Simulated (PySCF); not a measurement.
GaCl2I, SMILES [I][Ga]([Cl])[Cl].

Geometry: PBE0-D3(BJ)/def2-SVP. The structure was generated by enumeration; whether it is a known compound was not checked. The def2 effective core potentials stand for the cores of I; spin–orbit coupling is left out.

Two levels are set side by side: TDA-PBE/def2-SVPD (PySCF) and TDA-LC-ωPBE/def2-SVPD (PySCF). Vertical, same geometry. The lowest singlet is HOMO→LUMO 99 % with PBE and HOMO→LUMO 91 % with the other functional; states are paired by order. Differences are taken from unrounded values.

| quantity | TDA-LC-ωPBE |
|---|---|
| lowest singlet excitation (eV) | 5.33 |
| lowest triplet excitation (TDA) (eV) | 4.79 |
| first bright state (f over 0.05) (eV) | 7.06 |
| its oscillator strength | 0.37 |

Q: What does TDA-PBE give, and how far is it from TDA-LC-ωPBE? (The exact figures need the calculation; the answer reports its results.)

A: 
```
quantity                               TDA-PBE  TDA-PBE minus TDA-LC-ωPBE
-------------------------------------  -------  -------------------------
lowest singlet excitation (eV)            4.08                      -1.24
lowest triplet excitation (TDA) (eV)      3.72                      -1.07
first bright state (f over 0.05) (eV)     5.44                      -1.63
its oscillator strength                   0.14                      -0.23
```

A lower first singlet is the usual sign of a functional without exact exchange. Differences between two approximate levels are no errors against the true value.

Rough cost on one machine, each run with all the roots and properties that it gave: TDA-LC-ωPBE against TDA-PBE about 3 times.
